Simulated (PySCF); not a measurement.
Vertical excitations of a molecule C₃H₈FNSi from PySCF with TDA-M06-2X/def2-SVPD, as energy in eV (oscillator strength): 4.92 (0.001), 6.89 (0.080), 7.64 (0.021), 7.93 (0.112), 8.03 (0.033), 8.23 (0.022), 8.26 (0.014), 8.43 (0.067), 8.52 (0.054), 8.59 (0.033). Lowest triplet (TDA): 4.23 eV. Geometry: B3LYP-D3(BJ)/def2-SVP. One conformer was computed; it need not be the lowest.

Problem. Which molecule gave these data?
A. C=C(F)[SiH2]CN
B. C/N=C\[SiH2]CF
C. NC1([SiH2]F)CC1
D. C/N=C/[C@H](F)[SiH3]

Solution. D, C/N=C/[C@H](F)[SiH3]
